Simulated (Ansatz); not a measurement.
C2H7GeN can be A, `C=N[CH2][GeH3]`, or B, `C/N=[CH]\[GeH3]`.

Calculated with Ansatz (gas phase, PBE0-D4/def2-TZVP geometries, no zero-point term in ΔE). CBS: MP2 limit from def2 TZ/QZ plus the TZ coupled-cluster correction, frozen cores. DFT in def2-TZVPP. B3LYP here is the variant with VWN-RPA as its local correlation; programs differ in this. For Ge outer-core shells are correlated without core-valence functions, which leaves a few kJ/mol of doubt a bond. Scalar relativity is left out up to krypton. One conformer a species, not always the lowest.

A:

Z-matrix (Å, degrees):
```
C
N 1 1.432
Ge 1 1.975 2 109.2
H 1 1.093 2 109.3 3 -116.1
H 1 1.101 2 113.8 3 122.1
C 2 1.260 1 118.6 3 -110.4
H 3 1.535 1 110.1 2 -58.2
H 3 1.538 1 108.8 2 62.1
H 3 1.540 1 109.1 2 -178.6
H 6 1.089 2 119.3 1 178.5
H 6 1.099 2 123.2 1 -1.6
```

B:

```xyz
11

C     0.6800   -1.5111    0.2925
N    -0.3674   -1.2626   -0.6569
C    -0.8215   -0.0972   -0.8138
Ge   -0.2834    1.5785    0.1065
H     1.5375   -1.9413   -0.2320
H     0.3381   -2.2640    1.0077
H     1.0157   -0.6233    0.8481
H    -1.6186    0.0130   -1.5558
H     1.1984    1.9093   -0.1376
H    -0.5271    1.4969    1.6227
H    -1.1516    2.7019   -0.4813
```

Question: Which is lower in electronic energy at CCSD(T)/CBS, and by how much? (Estimate.)

Answer: Ansatz gave: A, by 7.1 kJ/mol.

Question: Give E(B) − E(A) in kJ/mol with PBE-D4, B3LYP, HF/def2-TZVPP, CCSD(T)/def2-TZVPP, B2PLYP, B3LYP-D4, ωB97M-V. (Estimate.)

Answer: Ansatz gave: PBE-D4 3.0, B3LYP 6.1, HF/def2-TZVPP 10.5, CCSD(T)/def2-TZVPP 7.3, B2PLYP 7.1, B3LYP-D4 5.5, ωB97M-V 6.8. None reverses the order clearly.

Largest T1 diagnostic: 0.012.
